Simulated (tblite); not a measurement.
Isomers of C4H7OS2 (doublet state). Method: GFN2-xTB as coded in tblite; computed harmonic values from a numerical Hessian at the method's own geometry, unscaled. Against measured fundamentals such values can be off by several per cent, at times by over 20. One conformer each. Open shells enter through the occupations alone, without spin polarisation, and single modes of such species can be off by tens of per cent.

Electronic energies: GFN2-xTB at the same geometries; isomer energies are rough at this level and their order can be wrong.

```
                SMILES  electronic energy, lowest = 0 (kcal/mol)
[H]/[C]=C\SC[S@@](C)=O                                      72.1
          [CH2]OCSSC=C                                      37.8
          COC(=S)CC[S]                                       0.0
            C=[C]SSCOC                                      36.5
```

How do GFN2-xTB zero-point energies change the relative energies?

```tsv
SMILES	ZPE (kcal/mol)	of it from modes above 1550 cm⁻¹	electronic (kcal/mol)	with ZPE, lowest = 0 (kcal/mol)	lowest mode (cm⁻¹)	rings
COC(=S)CC[S]	64.8	29.9	0.0	0.0	17	0
C=[C]SSCOC	61.9	32.3	36.5	33.6	37	0
[CH2]OCSSC=C	61.1	33.2	37.8	34.1	26	0
[H]/[C]=C\SC[S@@](C)=O	60.3	33.3	72.1	67.6	28	0
```

The zero-point energies span 4.5 kcal/mol, from `[H]/[C]=C\SC[S@@](C)=O` to `COC(=S)CC[S]`. The order is unchanged.

What do entropy and thermal enthalpy add at 298.15 K and 1 bar (rigid rotor, harmonic oscillator, one conformer each)?

| SMILES | point group | symmetry number | S (cal/(mol K)) | H − H(0) (kcal/mol) | ZPE + H − H(0) − TS (kcal/mol) |
| --- | --- | --- | --- | --- | --- |
| C=[C]SSCOC | C1 | 1 | 101.7 | 6.90 | 38.5 |
| [CH2]OCSSC=C | C1 | 1 | 103.3 | 6.96 | 37.3 |
| [H]/[C]=C\SC[S@@](C)=O | C1 | 1 | 101.2 | 6.93 | 37.1 |

S holds R ln(2S + 1) for the spin.

Not tabulated: `COC(=S)CC[S]` (lowest mode only 17 cm⁻¹).
